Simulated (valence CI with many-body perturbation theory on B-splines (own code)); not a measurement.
The numbers below are computed, except where a source is named.
Run record, Rb⁴⁺

Method: relativistic CI+MBPT: five valence electrons over a frozen Dirac-Fock core [Ar] 3d10, a basis of 6 s, 6 p, 5 d, 3 f, 1 g functions for each j, with the two-electron term Σ2, the three-electron term Σ3, Breit, model QED; selected single and double excitations, second order for the rest, scaled by the run's own slope (own B-spline code, finite nucleus).

Command, and the settings that its task file holds:

```sh
python run_cv.py task.json out
```

```
atom Rb  Z=37  mass_number=85  rms_radius_fm=4.2036
core [Ar] 3d10
valence 4s2 4p3
avg = 1
basis = S
breit = 1
cap = 10000
capref = 1200
cscale = 1
de = 0.0
dress = 0
eps = 2e-08
extrap = 1
h = 0.27
hh = 1
l2 = 3
lcore = 6
maxit = 60
n2 = 5
natural = 1
nlev = 21
nno = [3, 3, 3, 2, 1]
nroot = 26
nsp = [3, 3, 2, 1, 0]
pt2 = 1
qed = 1
rpa = 1
s1 = 0
s2 = 1
s3 = 1
screen = 1
tol = 2e-05
whole = 1
```

It took 53 s on 1 thread of Arm Neoverse V2, with other jobs on the host.

Log. The first blocks belong to the next ion, which gives the ionisation energy. Fields: 2J, parity (1 odd), roots, reference size, generating configurations, candidates as configurations/state functions, variational space P, stored matrix elements, Davidson steps; e2 is the range of second-order energies in hartree. The first line gives the box (bohr), its intervals, the orbitals and the steps of their self-consistent field. Window is the range of levels sought, series limit the energy at which the first omitted orbital would enter, core excitation an estimate of the first excitation out of the core, left out the lowest levels not solved, and shifts from estimates the range by which levels moved from their first estimate, all in cm⁻¹.

```
rmax 15.8 intervals 64 orbitals 36 references ['4s2 4p3', '4s 4p4', '4s2 4p2 4d'] scf 8 t 1.5
2J=0 par=0 roots 2 ref 23 generators 11 cand 703/976 P 724/999 nnz 0 it 0
2J=0 par=0 roots 2 ref 23 generators 37 cand 2453/4230 P 3177/5229 nnz 1.6e+06 it 7
   second order: generators 81 cand 13348/26501 e2 -0.00010 -0.00007
2J=2 par=0 roots 2 ref 45 generators 15 cand 359/951 P 385/996 nnz 0 it 0
2J=2 par=0 roots 2 ref 45 generators 45 cand 1110/3932 P 1495/4928 nnz 2.6e+06 it 11
   second order: generators 94 cand 14914/70565 e2 -0.00078 -0.00034
reference levels 370, estimated 66, window 213745 1/cm; series limit 431486, core excitation 856332
2J=3 par=1 roots 4 ref 70 generators 28 cand 221/1007 P 913/3570 nnz 1.6e+06 it 17
2J=3 par=1 roots 4 ref 70 generators 67 cand 1085/6237 P 1998/9807 nnz 8.9e+06 it 19
   second order: generators 153 cand 45732/663239 e2 -0.00405 -0.00090
2J=5 par=1 roots 2 ref 61 generators 11 cand 137/979 P 776/3450 nnz 1.6e+06 it 5
2J=5 par=1 roots 2 ref 61 generators 45 cand 1004/6393 P 1780/9843 nnz 9.5e+06 it 11
   second order: generators 116 cand 39220/651468 e2 -0.00430 -0.00165
2J=1 par=1 roots 2 ref 45 generators 21 cand 305/1009 P 1194/3552 nnz 1.3e+06 it 6
2J=1 par=1 roots 2 ref 45 generators 69 cand 1592/6423 P 2786/9975 nnz 7.2e+06 it 14
   second order: generators 152 cand 47134/346725 e2 -0.00229 -0.00140
2J=5 par=0 roots 6 ref 36 generators 30 cand 157/938 P 814/3396 nnz 1.4e+06 it 6
2J=5 par=0 roots 6 ref 36 generators 81 cand 963/6567 P 1777/9963 nnz 8.9e+06 it 10
   second order: generators 174 cand 43977/774504 e2 -0.00791 -0.00297
2J=3 par=0 roots 6 ref 43 generators 28 cand 196/994 P 898/3521 nnz 1.4e+06 it 12
2J=3 par=0 roots 6 ref 43 generators 79 cand 996/6382 P 1894/9903 nnz 8.6e+06 it 13
   second order: generators 158 cand 41532/571343 e2 -0.00684 -0.00207
2J=1 par=0 roots 5 ref 32 generators 25 cand 233/854 P 1235/3377 nnz 1.1e+06 it 13
2J=1 par=0 roots 5 ref 32 generators 79 cand 1398/6510 P 2633/9887 nnz 7.5e+06 it 13
   second order: generators 162 cand 43737/360300 e2 -0.00299 -0.00093
2J=7 par=0 roots 4 ref 16 generators 22 cand 176/969 P 821/3484 nnz 1.5e+06 it 8
2J=7 par=0 roots 4 ref 16 generators 69 cand 719/6388 P 1540/9872 nnz 1e+07 it 9
   second order: generators 136 cand 40749/776452 e2 -0.00633 -0.00543
2J=9 par=0 roots 2 ref 5 generators 14 cand 246/1278 P 1033/4431 nnz 2.4e+06 it 5
2J=9 par=0 roots 2 ref 5 generators 44 cand 603/5095 P 1636/9526 nnz 9.5e+06 it 7
   second order: generators 84 cand 30741/525476 e2 -0.00460 -0.00396
left out: unestimated 307157, estimated 238697, shifts from estimates -56 to 222
operators 2.1
```

The Davidson iterations converged. The settings are bad on purpose, so the numbers may not be properties of the ion.

Set against measurement, 12 paired levels are off by 1417 cm⁻¹ on average, the worst by 2322. These come from a selection out of Sansonetti, J. Phys. Chem. Ref. Data 35, 301 (2006). Levels without a partner in it may be off by more. Among the levels kept, up to 1700 cm⁻¹ of a level comes from second order outside the variational space, and about a tenth of that is noise between levels of different J, which matters for small intervals.

| Item | Value |
| --- | --- |
| Valence energy | -19.47046 hartree |
| Ionisation energy | 67.855 eV (NIST: 68.44 ± 0.15 eV (theoretical)) |
| Reference configurations for the orbitals | 4s2 4p3, 4s 4p4, 4s2 4p2 4d |
| Radial orbitals | 36 |
| Box radius | 15.75 bohr |
| Largest variational space | 9975 |
| Lowest levels | 4s²4p³ ⁴S°_3/2 0.000, 4s²4p³ ²D°_3/2 2.334, 4s²4p³ ²D°_5/2 2.620, 4s²4p³ ²P°_1/2 4.321, 4s²4p³ ²P°_3/2 4.732, 4s4p⁴ ⁴P_5/2 16.628, 4s4p⁴ ⁴P_3/2 17.217, 4s4p⁴ ⁴P_1/2 17.477, 4s4p⁴ ²D_3/2 20.470, 4s4p⁴ ²D_5/2 20.613, 4s²4p²4d ²P_3/2 23.269, 4s4p⁴ ²P_1/2 23.556, 4s4p⁴ ²S_1/2 24.557, 4s²4p²4d ⁴F_3/2 25.008 eV |

Names give the largest LS component (configuration and term), which can be under half, so a name can repeat, a term be missing and a line seem to break the LS rules; names also repeat where a configuration has a term twice.
